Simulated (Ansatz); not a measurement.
Gas-phase electronic energies from Ansatz, PBE0-D4/def2-TZVP geometries. CCSD(T)/CBS adds triple-zeta CCSD(T) − MP2 to the extrapolated MP2 energy (def2 sets, frozen cores). Functionals use def2-TZVPP. HSE06 is defined as in plane-wave codes. def2 core potentials past Kr. For Br, I, In outer-core shells are correlated without core-valence functions, which leaves a few kJ/mol of doubt a bond. Scalar relativity is left out up to krypton. Each species was taken in one conformer, which may not be the lowest.

Consider the ligand exchange at the In–C bond: `C=[C](I)[In]([OH])[Cl]` + HBr → `[OH][In]([Cl])[Br]` + `C=CI`.

```
             level  ΔE (kcal/mol)  difference from CCSD(T)/CBS
       LDA (SPW92)          -28.7                          1.3
         r2SCAN-D4          -31.6                         -1.6
            B97M-V          -32.2                         -2.2
           PBE0-D4          -31.4                         -1.4
        r2SCAN0-D4          -32.7                         -2.7
          BHLYP-D4          -33.2                         -3.2
      CAM-B3LYP-D4          -31.7                         -1.7
           ωB97X-V          -31.6                         -1.6
              PBE0          -32.6                         -2.6
           r2SCAN0          -33.2                         -3.2
             HSE06          -32.6                         -2.6
           LC-ωPBE          -32.3                         -2.3
RPA@PBE/def2-TZVPP          -27.3                          2.7
       HF/def2-SVP          -37.1                         -7.1
     HF/def2-TZVPP          -38.6                         -8.6
   CCSD/def2-TZVPP          -30.3                         -0.3
       CCSD(T)/CBS          -30.0                            0
```

Largest T1 diagnostic among the species: 0.014.

In def2-TZVPP, CCSD(T) changes the Hartree–Fock value by +9.7 kcal/mol (the triples alone add +1.4 kcal/mol) and MP2 by +10.4 kcal/mol. From r2SCAN to r2SCAN0 (25 % exact exchange), in def2-TZVPP and without D4, ΔE moves by −1.2 kcal/mol.
